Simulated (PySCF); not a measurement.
# Dipole response of Cr (chromium, neutral)

[Ar] 3d5 4s1, high-spin 7S determinant. Calculation: PySCF 2.14, in dyall-av2z; no relativity, point nucleus. Coupled (time-dependent) response in atomic units; α is the mean over directions. A double-zeta set is small for polarisabilities.

```tsv
method	mean α (bohr³)	C₆ (like pair)	S(−4)
UHF	112.2	1024	11530
PBE	69.50	542.1	3926
PBE0	75.53	610.6	4549
```

S(−4) is the Cauchy moment in α(ω) = α(0) + S(−4) ω² + …

Reference α: 83 ± 12 bohr³ (recommended; Schwerdtfeger and Nagle, table of static dipole polarizabilities (2023 update)). Published C₆: 602.0 (Chu and Dalgarno (2004); Tang, Norbeck and Certain (1976)).

Hartree-Fock lies above the reference because it lacks correlation, which contracts the outer shell.

α(iu) at PBE:

```tsv
u (hartree)	α(iu) (bohr³)
0	69.50
0.0500	61.02
0.100	45.34
0.200	24.20
0.300	15.15
0.500	8.444
0.750	5.418
1.00	3.917
1.50	2.381
2.00	1.619
3.00	0.9037
5.00	0.4102
```
